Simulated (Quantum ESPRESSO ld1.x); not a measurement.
The terbium ion Tb2+, 63 electrons, occupied as [Xe] 4f7 5d1 6p1 (not the ground configuration). Calculated with ld1.x of Quantum ESPRESSO 7.5: scalar-relativistic Kohn-Sham, LDA (Slater exchange, Perdew-Wang correlation), spin-polarised, spherical densities, point nucleus; open shells are filled with parallel spins first.

Normalised radial functions P(r) = r R(r), r in bohr:

r,5d up
0.0007721,0.0000
0.001046,0.0000
0.001418,0.0000
0.001937,0.0000
0.002626,0.0000
0.003559,0.0001
0.004823,0.0002
0.006589,0.0005
0.00893,0.0011
0.0121,0.0025
0.0164,0.0054
0.02223,0.0117
0.03037,0.0245
0.04116,0.0479
0.05578,0.0869
0.07559,0.1422
0.1033,0.2024
0.14,0.2270
0.1897,0.1640
0.2571,-0.0139
0.3484,-0.2398
0.476,-0.3461
0.6451,-0.1877
0.8743,0.1826
1.185,0.5612
1.619,0.7513
2.194,0.6829
2.973,0.4536
4.029,0.2117
5.461,0.0613
7.46,0.0087
10.11,0.0005

5d up: eigenvalue -20.557 eV, 2 radial nodes at r = 0.252, 0.762 bohr, <r> = 2.11 bohr, 90 % of the charge inside 3.20 bohr.
